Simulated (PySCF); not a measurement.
Mo(NH)2F2 (singlet state).
Bonds: Mo1–N2, Mo1–N4, Mo1–F6, Mo1–F7. Hydrogens: H3 on N2; H5 on N4.

Level of theory: PySCF 2.14.0, PBE0-D3(BJ)/def2-SVP geometry optimisation, gas phase, def2 core potentials past Kr.

**Question.** List the bond lengths, angles and torsions at this level.

**Answer.** 
```tsv
bond	length (pm)
Mo1–N2, Mo1–N4	171.1
Mo1–F6, Mo1–F7	185.6
N2–H3, N4–H5	101.8
```

Bonds in one row agree within 1 pm and their mean is given. A selection of angles:
```tsv
angle	degrees
N2–Mo1–N4	108.3
N2–Mo1–F6	108.3
F6–Mo1–F7	116.1
Mo1–N2–H3	154.7
```

Dihedral angles: H3–N2–Mo1–N4 -1° (synperiplanar); H5–N4–Mo1–N2 1° (synperiplanar).

Mo1 (molybdenum bonded to 2 F and 2 N) is distorted tetrahedral (angles from 107.8° to 116.1°).

Point group: C2v (tolerance 0.08 Å). Whether it is a minimum is left open (no frequencies). Torsions: N4–Mo1–N2–H -1°, N2–Mo1–N4–H 1°.
